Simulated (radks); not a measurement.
Task: Valence configurations of Eu (all share [Xe]). Method: scalar-relativistic Kohn-Sham, PBEsol, spin-polarised, spherical densities, finite nucleus; open shells are filled with parallel spins first (spin-orbit coupling, left out, can overturn this in heavy ions); Fermi nuclear charge, rms radius 5.1115 fm; computed with a radial shooting solver on a logarithmic mesh with Libxc functionals. Order these by energy: 4f6 5d2 6s1; 4f5 5d3 6s1; 4f5 5d1 6s1 6p2; 4f7 5d1 6s1; 4f6 5d1 6s2; 4f6.5 6s2 6p0.5; 4f7 6s2; 4f7 6s1 6p1.

Result: From the lowest, in eV above it: 4f7 6s2 0.000; 4f7 5d1 6s1 1.297; 4f7 6s1 6p1 1.776; 4f6.5 6s2 6p0.5 2.378; 4f6 5d1 6s2 4.565; 4f6 5d2 6s1 4.948; 4f5 5d3 6s1 13.406; 4f5 5d1 6s1 6p2 19.519. NIST lists [Xe] 4f7 6s2 as the ground configuration; this level of theory agrees among the configurations tried. The energies are those of spherical high-spin densities, not of single terms. No valid solution was reached for [Xe] 4f8 6p1; [Xe] 4f8 6s1.
